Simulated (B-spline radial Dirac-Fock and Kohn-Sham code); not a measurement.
## Dipole and non-dipole photoemission parameters of Sc⁺ 2p1/2

System: Sc⁺, configuration 1s2 2s2 2p6 3s2 3p6 3d1 4s1; threshold 420.7 eV (orbital energy of the model). These are calculated numbers from a radial atomic solver; the model is Dirac-Hartree-Slater photoionisation with a Latter tail; cross sections with all multipoles, angular parameters from the dipole term and its interference with E2.

For linearly polarised light dσ/dΩ = σ/(4π) [1 + β P₂(cos θ) + (δ + γ cos²θ) sin θ cos φ], with θ from the polarisation vector and φ the angle between the beam and the projection of the electron momentum on the plane normal to the polarisation.

```
hν (eV)  σ (kb)      β      γ      δ
    600     343  1.370  0.012  0.015
    633     301  1.401  0.037  0.015
    800     166  1.462  0.155  0.019
    930     111  1.464  0.234  0.022
   1000    91.2  1.459  0.273  0.024
   1190    56.2  1.432  0.366  0.028
 1253.6    48.5  1.421  0.393  0.030
   1830    16.0  1.307  0.591  0.045
   2000    12.2  1.274  0.635  0.050
   2420    6.78  1.196  0.727  0.062
   3030       ?      ?      ?      ?
   3930    1.43  0.974  0.941  0.106
   5180   0.571  0.843  1.052  0.141
   5260   0.542  0.836  1.058  0.143
   7270   0.178  0.688  1.176  0.195
   7390   0.168  0.681  1.182  0.198
   7800   0.139  0.658  1.201  0.208
  11200  0.0386  0.511  1.326  0.283
  15000  0.0133  0.408  1.426  0.356
```

Task: Give the values at 3030 eV.

Result: σ = 3.33 kb, β = 1.096, γ = 0.830, δ = 0.080.
